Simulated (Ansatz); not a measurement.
Reaction (substitution at a C–F bond): `N=C(N)F` + `[SiH3][SeH]` → `N=C(N)[Se][SiH3]` + H–F

Isolated molecules relaxed with PBE0-D4/def2-TZVP in Ansatz; ΔE leaves out vibrations. CCSD(T)/CBS adds triple-zeta CCSD(T) − MP2 to the extrapolated MP2 energy (def2 sets, frozen cores). This one scheme is used for every species. Functionals use def2-TZVPP. For Se outer-core shells are correlated without core-valence functions, which leaves a few kJ/mol of doubt a bond. Scalar relativity is left out up to krypton. Each species was taken in one conformer, which may not be the lowest.

`N=C(N)F`:

Cartesian coordinates in Å:
```
N -0.939 -1.025 -0.056
C -0.026 -0.215 0.221
N 0.206 0.970 -0.395
F 0.859 -0.389 1.225
H -0.952 -1.808 0.586
H -0.276 1.106 -1.266
H 1.128 1.361 -0.315
```

`[SiH3][SeH]`:

```xyz
6

Si   -0.361   -0.444   -0.063
Se    0.252    1.713    0.346
H     0.012   -0.864   -1.436
H    -1.836   -0.455    0.087
H     0.255   -1.377    0.913
H     1.680    1.426    0.153
```

`N=C(N)[Se][SiH3]`:

Z-matrix (Å, degrees):
```
Si
Se 1 2.275
H 1 1.486 2 111.0
H 1 1.483 2 111.2 3 122.1
H 1 1.483 2 104.9 3 -118.3
C 2 1.966 1 94.9 3 -61.9
N 6 1.359 2 110.6 1 -139.3
N 6 1.262 2 126.9 1 43.9
H 7 1.004 6 118.6 2 28.2
H 7 1.008 6 115.5 2 175.2
H 8 1.013 6 113.5 2 4.2
```

H–F:

Cartesian coordinates in Å:
```
F 0.348 -0.206 0.219
H -0.348 0.206 -0.219
```

CCSD(T)/CBS gives -12.0 kJ/mol.

Problem. Another level gave -8.3 kJ/mol. Which?
A. SCS-MP2/def2-TZVPP
B. ωB97M-V/def2-TZVPP
C. ωB97X-V/def2-TZVPP
D. CCSD/def2-TZVPP

Solution. A. SCS-MP2/def2-TZVPP -8.3, CCSD/def2-TZVPP 2.4, ωB97X-V 12.2, ωB97M-V 8.1 kJ/mol.

Largest T1 diagnostic among the species: 0.013.

The D4 term adds −15.6 kJ/mol with B3LYP and −8.5 kJ/mol with PBE0; it sums over pairs of atoms, weighted by their polarisabilities, and B3LYP, whose exchange is more repulsive, gets the larger term. From PBE to PBE0 (25 % exact exchange), in def2-TZVPP and without D4, ΔE moves by +4.7 kJ/mol. In def2-TZVPP, CCSD(T) changes the Hartree–Fock value by −45.4 kJ/mol (the triples alone add −8.1 kJ/mol) and MP2 by −59.5 kJ/mol.

B3LYP here is the variant with VWN-RPA as its local correlation; programs differ in this.
